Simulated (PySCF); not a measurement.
PySCF input for C₃H₅BN₂, SMILES NB1C=CN=C1, PBE0-D3(BJ)/def2-SVP. Geometry: PBE0-D3(BJ)/def2-SVP. The structure was generated by enumeration, and PubChem lists no compound with its InChIKey, so it may never have been made. One conformer was computed; it need not be the lowest.

```python
import numpy as np
from pyscf import gto, scf, dft, df
from pyscf.hessian import thermo

mol = gto.M(
    atom='''
    N    -0.01133742    2.15306877   -0.00000000
    B    -0.03949980    0.76785569   -0.00000000
    C    -1.24394382   -0.23447883    0.00000000
    C    -0.65121360   -1.44286630   -0.00000000
    N     0.79406436   -1.45861000    0.00000000
    C     1.21036603   -0.24491920    0.00000000
    H     0.84784945    2.68778971    0.00000000
    H    -0.84720099    2.72394814    0.00000000
    H    -2.32593155   -0.09646441    0.00000000
    H    -1.14214084   -2.42123379   -0.00000000
    H     2.29458272   -0.06094342   -0.00000000
    ''',
    basis='def2-SVP',
    charge=0,
    spin=0,
    max_memory=1600,
    verbose=3,
)
mf = dft.RKS(mol, xc='pbe0').density_fit(auxbasis='def2-universal-jkfit')
mf.disp = 'd3bj'
mf.grids.level = 3
mf.conv_tol = 1e-11
mf.max_cycle = 100
mf.kernel()

# [left out here: the lines that compute and print the analytic Hessian (its translational invariance restored by hand, since the grid's response is missing), thermochemistry and intensities]
```

Program output:

```
converged SCF energy = -251.202994693453

WARN: DFTD3 does not support analytical Hessian, using finite difference


WARN: Mole.unit (angstrom) is changed to Bohr

Mode                                 0                   1                   2
Irrep
Freq [cm^-1]                      152.1764            297.8275            376.5063
Reduced mass [au]                   3.8876              2.5682              2.3470
Force const [Dyne/A]                0.0530              0.1342              0.1960
Char temp [K]                     218.9479            428.5075            541.7087
Normal mode                   x     y     z       x     y     z       x     y     z
       0   N                -0.00 -0.00 -0.10    0.12 -0.01 -0.00   -0.00  0.00  0.01
       1   B                 0.00 -0.00  0.13   -0.11 -0.00  0.00    0.00  0.00 -0.04
       2   C                -0.00  0.00  0.11   -0.07 -0.07  0.00    0.00  0.00  0.09
       3   C                -0.00  0.00 -0.09    0.02 -0.04 -0.00   -0.00  0.00 -0.11
       4   N                 0.00 -0.00 -0.08    0.03  0.05  0.00   -0.00 -0.00  0.14
       5   C                 0.00 -0.00  0.11   -0.07  0.08  0.00    0.00 -0.00 -0.09
       6   H                -0.00  0.00 -0.20    0.27 -0.24 -0.00   -0.00  0.00 -0.28
       7   H                -0.00 -0.00 -0.22    0.28  0.22 -0.00   -0.00 -0.00  0.33
       8   H                 0.00  0.00  0.12   -0.08 -0.17  0.00    0.00  0.00 -0.06
       9   H                -0.00  0.00 -0.26    0.09 -0.07 -0.00   -0.00  0.00 -0.42
      10   H                 0.00 -0.00  0.14   -0.08  0.17  0.00    0.00 -0.00  0.09
Mode                                 3                   4                   5
Irrep
Freq [cm^-1]                      568.4604            579.8864            622.7232
Reduced mass [au]                   5.7984              1.4872              1.9078
Force const [Dyne/A]                1.1040              0.2947              0.4359
[...]
       6   H                 0.00 -0.00 -0.51    0.08 -0.21 -0.00    0.00 -0.00  0.08
       7   H                 0.00  0.00  0.68    0.08  0.17 -0.00    0.00  0.00 -0.10
       8   H                -0.00 -0.00 -0.19   -0.04 -0.05  0.00   -0.00 -0.00 -0.74
       9   H                 0.00  0.00  0.14   -0.03  0.17  0.00    0.00  0.00 -0.29
      10   H                 0.00 -0.00  0.12   -0.01  0.03  0.00    0.00 -0.00  0.05
Mode                                 9                  10                  11
Irrep
Freq [cm^-1]                      828.5099            859.3639            885.4718
Reduced mass [au]                   3.1751              1.6086              1.3366
Force const [Dyne/A]                1.2841              0.6999              0.6175
Char temp [K]                    1192.0413           1236.4333           1273.9968
Normal mode                   x     y     z       x     y     z       x     y     z
       0   N                 0.02 -0.04 -0.00   -0.09 -0.02 -0.00   -0.00  0.00 -0.01
       1   B                 0.01 -0.00  0.00   -0.02 -0.00  0.00    0.00  0.00  0.08
       2   C                 0.13  0.05  0.00    0.12  0.01  0.00   -0.00 -0.00  0.00
       3   C                 0.00 -0.02  0.00   -0.02 -0.05 -0.00   -0.00 -0.00  0.01
       4   N                 0.04 -0.04 -0.00   -0.05  0.04  0.00   -0.00  0.00 -0.01
       5   C                -0.18  0.04  0.00    0.03  0.01  0.00    0.00 -0.00 -0.13
       6   H                -0.05  0.06  0.00    0.19 -0.45  0.00    0.00 -0.00  0.11
       7   H                -0.06 -0.15  0.00    0.21  0.41  0.00    0.00  0.00 -0.11
       8   H                 0.16  0.20 -0.00    0.16  0.30  0.00   -0.00  0.00 -0.13
       9   H                -0.11  0.04 -0.00   -0.04 -0.04 -0.00    0.00 -0.00  0.22
      10   H                -0.23  0.30  0.00    0.06 -0.12 -0.00    0.00 -0.00  0.80
Mode                                12                  13                  14
Irrep
Freq [cm^-1]                      964.2256           1006.4336           1105.8344
Reduced mass [au]                   3.2069              1.4210              1.3053
Force const [Dyne/A]                1.7567              0.8480              0.9405
Char temp [K]                    1387.3060           1448.0339           1591.0495
Normal mode                   x     y     z       x     y     z       x     y     z
       0   N                 0.00 -0.03 -0.00   -0.00 -0.00  0.00    0.03  0.01 -0.00
       1   B                -0.02  0.01  0.00   -0.00  0.00  0.00   -0.09 -0.01  0.00
       2   C                 0.08 -0.00 -0.00    0.00  0.00  0.08   -0.03  0.00 -0.00
       3   C                 0.14  0.06  0.00    0.00  0.00 -0.14    0.09 -0.01  0.00
       4   N                -0.15  0.03  0.00   -0.00  0.00  0.02   -0.03  0.00 -0.00
       5   C                -0.05 -0.02 -0.00   -0.00 -0.00  0.02   -0.01 -0.03 -0.00
       6   H                -0.01 -0.02  0.00   -0.00 -0.00 -0.01   -0.06  0.16  0.00
       7   H                -0.02 -0.07  0.00   -0.00 -0.00  0.01   -0.06 -0.12  0.00
       8   H                 0.03 -0.43  0.00    0.00 -0.00 -0.38    0.05  0.66  0.00
       9   H                 0.09  0.10 -0.00    0.00  0.00  0.70    0.44 -0.19 -0.00
      10   H                -0.02 -0.20  0.00   -0.00 -0.00 -0.21    0.01 -0.19  0.00
Mode                                15                  16                  17
Irrep
Freq [cm^-1]                     1174.8162           1300.8258           1332.2608
Reduced mass [au]                   2.1747              1.4996              1.6777
Force const [Dyne/A]                1.7685              1.4951              1.7545
Char temp [K]                    1690.2990           1871.5988           1916.8266
Normal mode                   x     y     z       x     y     z       x     y     z
       0   N                -0.06  0.02  0.00   -0.01 -0.03  0.00   -0.01  0.03 -0.00
       1   B                 0.18 -0.02 -0.00    0.05  0.05 -0.00    0.06 -0.05  0.00
       2   C                -0.07  0.01 -0.00   -0.03  0.02 -0.00   -0.06 -0.11  0.00
       3   C                 0.04  0.03  0.00   -0.02 -0.00  0.00    0.11  0.03 -0.00
       4   N                -0.02 -0.03  0.00    0.09  0.02 -0.00   -0.01  0.00 -0.00
       5   C                -0.07 -0.03  0.00   -0.10  0.04  0.00   -0.03  0.02  0.00
       6   H                 0.08 -0.18 -0.00    0.05 -0.12 -0.00   -0.01  0.04  0.00
       7   H                 0.10  0.24  0.00   -0.02 -0.04 -0.00    0.05  0.12  0.00
       8   H                -0.08  0.01  0.00   -0.04 -0.05 -0.00   -0.00  0.34 -0.00
       9   H                 0.43 -0.16 -0.00    0.04 -0.03  0.00   -0.54  0.36  0.00
      10   H                -0.13  0.25 -0.00    0.03 -0.78 -0.00   -0.02 -0.06 -0.00
Mode                                18                  19                  20
Irrep
Freq [cm^-1]                     1465.1096           1609.1940           1636.3377
Reduced mass [au]                   2.1053              2.4916              3.2454
Force const [Dyne/A]                2.6626              3.8014              5.1199
Char temp [K]                    2107.9665           2315.2719           2354.3257
Normal mode                   x     y     z       x     y     z       x     y     z
       0   N                -0.00 -0.05  0.00   -0.01 -0.09  0.00   -0.00  0.10 -0.00
       1   B                 0.02  0.20 -0.00    0.01  0.07 -0.00    0.00 -0.12  0.00
       2   C                -0.04 -0.02 -0.00   -0.05  0.11 -0.00   -0.03  0.13 -0.00
       3   C                 0.04 -0.03  0.00    0.07 -0.12  0.00    0.07 -0.11  0.00
       4   N                -0.02 -0.03  0.00   -0.03 -0.04 -0.00   -0.02 -0.01 -0.00
       5   C                 0.03  0.00 -0.00    0.02  0.05 -0.00    0.00  0.04  0.00
       6   H                 0.19 -0.39 -0.00   -0.25  0.30 -0.00    0.22 -0.26  0.00
       7   H                -0.20 -0.37 -0.00    0.26  0.31 -0.00   -0.22 -0.23  0.00
       8   H                -0.04  0.13 -0.00   -0.09 -0.03  0.00   -0.08 -0.07  0.00
       9   H                -0.10  0.03 -0.00   -0.13 -0.04 -0.00   -0.14 -0.04 -0.00
      10   H                 0.01  0.17  0.00    0.03  0.00 -0.00    0.01 -0.03  0.00
Mode                                21                  22                  23
Irrep
Freq [cm^-1]                     1681.7707           3139.6695           3204.8649
Reduced mass [au]                   8.6976              1.0932              1.0917
Force const [Dyne/A]               14.4938              6.3491              6.6067
Char temp [K]                    2419.6935           4517.2854           4611.0871
Normal mode                   x     y     z       x     y     z       x     y     z
       0   N                -0.00 -0.01  0.00   -0.00  0.00 -0.00   -0.00 -0.00  0.00
       1   B                 0.00  0.03 -0.00    0.00 -0.00  0.00    0.00  0.00 -0.00
       2   C                -0.02  0.04 -0.00   -0.00  0.00  0.00   -0.02 -0.00 -0.00
       3   C                 0.03 -0.06  0.00    0.00 -0.00 -0.00    0.03  0.07  0.00
       4   N                 0.05  0.16 -0.00    0.00  0.00 -0.00   -0.00  0.00  0.00
       5   C                -0.04 -0.19 -0.00   -0.08 -0.01  0.00   -0.00 -0.00 -0.00
       6   H                -0.02  0.01 -0.00    0.00  0.00  0.00    0.00  0.00 -0.00
       7   H                 0.02  0.02 -0.00    0.00  0.00  0.00    0.00 -0.00 -0.00
       8   H                -0.04  0.00 -0.00    0.00 -0.00  0.00    0.26 -0.03  0.00
       9   H                -0.14  0.02 -0.00    0.01  0.01 -0.00   -0.41 -0.82 -0.00
      10   H                -0.09  0.09  0.00    0.94  0.15 -0.00    0.01  0.00 -0.00
Mode                                24                  25                  26
Irrep
Freq [cm^-1]                     3246.9578           3625.8629           3729.7570
Reduced mass [au]                   1.1018              1.0507              1.0990
Force const [Dyne/A]                6.8438              8.1388              9.0073
Char temp [K]                    4671.6494           5216.8094           5366.2899
Normal mode                   x     y     z       x     y     z       x     y     z
       0   N                -0.00 -0.00  0.00   -0.00 -0.06 -0.00   -0.08  0.00  0.00
       1   B                 0.00  0.00 -0.00   -0.00  0.00 -0.00   -0.00  0.00 -0.00
       2   C                -0.08  0.02 -0.00   -0.00  0.00 -0.00    0.00  0.00  0.00
       3   C                -0.01 -0.03  0.00   -0.00 -0.00  0.00   -0.00 -0.00  0.00
       4   N                 0.00  0.00  0.00    0.00  0.00  0.00   -0.00  0.00  0.00
       5   C                 0.00  0.00 -0.00    0.00  0.00 -0.00    0.00 -0.00 -0.00
       6   H                 0.00 -0.00 -0.00    0.58  0.35  0.00    0.58  0.37  0.00
       7   H                 0.00 -0.00 -0.00   -0.58  0.38  0.00    0.54 -0.38 -0.00
       8   H                 0.91 -0.12  0.00    0.00 -0.00 -0.00   -0.00  0.00  0.00
       9   H                 0.11  0.23  0.00    0.00  0.00  0.00    0.00  0.00  0.00
      10   H                -0.01 -0.00  0.00   -0.00 -0.00 -0.00   -0.00 -0.00 -0.00
temperature 298.1500 [K]
pressure 101325.00 [Pa]
Rotational constants [GHz] 7.95353 3.40995 2.38669
Symmetry number 1
Zero-point energy (ZPE) 0.08565 [Eh]   224878.189 [J/mol]
                           tot       elec      trans        rot        vib
Entropy [J/mol/K]       306.684      0.000    163.381    108.826     34.477
Cv [J/mol/K]             83.659      0.000     12.472     12.472     58.716
Cp [J/mol/K]             91.974      0.000     20.786     12.472     58.716
Internal energy [J/mol]                      3718.434   3718.434 231555.353
Internal energy [Eh]   -251.11197  -251.20299
Enthalpy [J/mol]                             6197.391   3718.434 231555.353
Enthalpy [Eh]          -251.11102
Gibbs free energy [J/mol]                  -42514.664 -28727.923 221276.073
Gibbs free energy [Eh] -251.14585
mode   freq/cm-1   IR/(km/mol)
   1      152.18         2.047
   2      297.83         1.661
   3      376.51        14.295
   4      568.46         1.462
   5      579.89       115.437
   6      622.72        47.782
   7      666.09        13.104
   8      745.88         1.197
   9      789.88        40.110
  10      828.51         5.332
  11      859.36         1.023
  12      885.47        12.730
  13      964.23        11.221
  14     1006.43         0.010
  15     1105.83         0.773
  16     1174.82        40.545
  17     1300.83         0.390
  18     1332.26        12.486
  19     1465.11        70.653
  20     1609.19        68.310
  21     1636.34       156.164
  22     1681.77        15.987
  23     3139.67        24.676
  24     3204.86        16.596
  25     3246.96         4.362
  26     3625.86        61.039
  27     3729.76        43.867
max |gradient| / (hartree/bohr): 3.983643223959387e-05
APT charges: [-0.6389  0.6329 -0.3707  0.2569 -0.4634  0.0854  0.2088  0.2118  0.0523
  0.0316 -0.0067]
```

Self-consistency was reached.

Cost: roughly 2.6 core-minutes.
